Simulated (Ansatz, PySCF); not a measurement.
Gas-phase reaction in SMILES: CC(F)F -> [CH3] (CH3) + F[CH]F (the C-C bond at the site shown breaks; other sites are not compared here)
Geometries: B3LYP-D3(BJ)/def2-TZVP minima from Ansatz (a first-principles code).
Geometry of the first species:
SMILES: CC(F)F
```xyz
8

C     -1.3731    -0.0681     0.0292
C      0.0961    -0.0798     0.3399
F      0.7432    -0.9902    -0.4560
F      0.6484     1.1468     0.0727
H     -1.8004    -1.0511     0.2265
H     -1.5204     0.1851    -1.0206
H     -1.8768     0.6705     0.6524
H      0.3352    -0.3259     1.3772
```
Charge 0, spin multiplicity 1.

Quantity: bond dissociation energy (enthalpy at 298 K, with B3LYP-D3(BJ) rigid-rotor harmonic-oscillator terms from PySCF), in kcal/mol. Cores are frozen in the correlated levels unless marked. Open shells are spin-unrestricted. No spin-orbit coupling. No relativistic terms. CBS(X,Y): correlation extrapolated as X^-3; Hartree-Fock from the larger set. The bracket is a focal-point correction in the basis named.

RI-MP2/CBS(aug-cc-pVTZ,aug-cc-pVQZ)+[CCSD(T)-MP2]/aug-cc-pVTZ (Ansatz) gives 97.7 kcal/mol.

Q: Another calculation gave 93.0 kcal/mol. Which level was it?
(A) revPBE/def2-TZVPD (Ansatz)
(B) PBE/def2-TZVPD (Ansatz)
(C) SVWN5/def2-TZVPD (Ansatz)
(D) B97M-V/def2-TZVPD (Ansatz)

A: B, PBE/def2-TZVPD (Ansatz). The others give 95.6 (B97M-V), 86.9 (revPBE), 111.1 (SVWN5) kcal/mol.
